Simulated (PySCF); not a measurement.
PySCF 2.14 output of a UHF calculation on a single atom or ion in cc-pVDZ-DK, with scalar relativity by spin-free X2C-1e:

```
SCF conv_tol = 1e-09
number electrons alpha = 9  beta = 6
cycle= 1 E= -398.239309387582  delta_E= -3.89e-11  |g|= 1.7e-06  |ddm|= 4.69e-05
converged SCF energy = -398.239309387582  <S^2> = 3.7505075  2S+1 = 4.0002537
```

The run itself started from symmetry-adapted Hartree-Fock orbitals and held the occupation by maximum overlap, so the iterations belong to that start.

**Question.** Which element, charge and spin multiplicity is this?

**Answer.** S+ (sulfur, charge +1), multiplicity 4; the state was [Ne] 3s2 3p3, high-spin 4S determinant.
